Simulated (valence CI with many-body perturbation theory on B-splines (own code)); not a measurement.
## Pb XX: one-electron terms

Level of theory: relativistic CI+MBPT: three valence electrons over a frozen Dirac-Fock core [Kr] 4d10 4f14, a basis of 11 s, 11 p, 9 d, 7 f, 5 g, 2 h, 1 i functions for each j, with the one-electron correlation potential Σ1, the two-electron term Σ2, the three-electron term Σ3, Breit, model QED; selected CI, second order for the rest (own B-spline code, finite nucleus).

No measured spectrum was set against this ion. As an estimate, levels hold to about 250 cm⁻¹ or 0.2 % of their energy and the worst to 1 %, as in measured heavy ions of charge 2 to 7. The list stops below the first excitations out of the core.

These are the spectroscopic orbitals of the CI (the correlating ones are not listed), shaped by the core and the other valence electrons. h is the expectation value of the core's Dirac-Fock operator, without the valence repulsion; Σ1 is computed up to l = 3 at one energy for each symmetry, that of its lowest orbital but kept below the first core excitation, so for empty shells it is not the orbital's own correlation shift; Breit and QED include the response of the core.

| Orbital | h (hartree) | Σ1 (cm⁻¹) | Breit (cm⁻¹) | QED (cm⁻¹) | ⟨r⟩ (bohr) |
| --- | --- | --- | --- | --- | --- |
| 5s1/2 | -21.876 | -23874 | 3815 | 3306 | 0.7905 |
| 6s1/2 | -12.706 | -7282 | 1578 | 1356 | 1.362 |
| 7s1/2 | -8.3556 | -3317 | 800 | 696 | 2.082 |
| 8s1/2 | -5.9224 | -1837 | 470 | 409 | 2.948 |
| 5p1/2 | -20.104 | -22145 | 5765 | 214 | 0.8210 |
| 6p1/2 | -11.874 | -6826 | 2383 | 85.5 | 1.424 |
| 7p1/2 | -7.9009 | -3224 | 1249 | 45.2 | 2.166 |
| 8p1/2 | -5.6464 | -1818 | 746 | 27.0 | 3.058 |
| 5p3/2 | -18.927 | -18050 | 3027 | 432 | 0.8755 |
| 6p3/2 | -11.353 | -5888 | 1297 | 183 | 1.492 |
| 7p3/2 | -7.6184 | -2845 | 773 | 98.3 | 2.249 |
| 8p3/2 | -5.4756 | -1626 | 466 | 59.2 | 3.155 |
| 5d3/2 | -16.138 | -13759 | 1881 | -129 | 0.9496 |
| 6d3/2 | -10.01 | -4988 | 866 | -59.8 | 1.617 |
| 7d3/2 | -6.865 | -2554 | 485 | -33.5 | 2.422 |
| 5d5/2 | -15.922 | -13042 | 1146 | -21.8 | 0.9647 |
| 6d5/2 | -9.9075 | -4796 | 527 | -10.7 | 1.635 |
| 7d5/2 | -6.8072 | -2467 | 302 | -6.1 | 2.444 |
| 5f5/2 | -12.616 | -8234 | 281 | -83.3 | 1.106 |
| 6f5/2 | -8.2887 | -3792 | 159 | -44.0 | 1.840 |
| 5f7/2 | -12.567 | -8073 | -4.5 | -51.1 | 1.111 |
| 6f7/2 | -8.264 | -3729 | 0.6 | -27.3 | 1.846 |
| 5g7/2 | -9.9001 |  | 18.4 | -0.4 | 1.275 |
| 5g9/2 | -9.9007 |  | -24.5 | 3.0 | 1.275 |

Among the shells of the start configuration 5s2 5p1, Σ1 is largest in size for 5s1/2, where it is 0.50 % of h.

Lowest root of each symmetry, sizes in configuration state functions:

```tsv
J	Parity	Roots	Reference	Variational	Second order	Change by selected CI (cm⁻¹)	Change by second order (cm⁻¹)
1/2	even	2	51	3286	13322	-2012	-1
1/2	odd	1	52	1928	9678	-2008	-3
3/2	odd	1	85	2862	14605	-1886	-4
```
